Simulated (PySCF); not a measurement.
C3H11NSi2, SMILES C=C([SiH3])C[SiH2]N.

Geometry optimised at PBE0-D3(BJ)/def2-SVP. The structure was generated by enumeration, and PubChem lists no compound with its InChIKey, so it may never have been made. The values are those of a single conformer.

Computed with PBE/def2-TZVP in PySCF.

Computed frontier levels, gap, dipole moment:
The highest occupied level is -5.87 eV. The lowest empty level is -1.31 eV. The orbital gap comes out as 4.56 eV and the dipole moment is 0.337 e·Å. The quadrupole, principal values (traceless, Buckingham form, about the centre of nuclear charge) comes out as -6.43, -2.16, 8.59 D·Å.
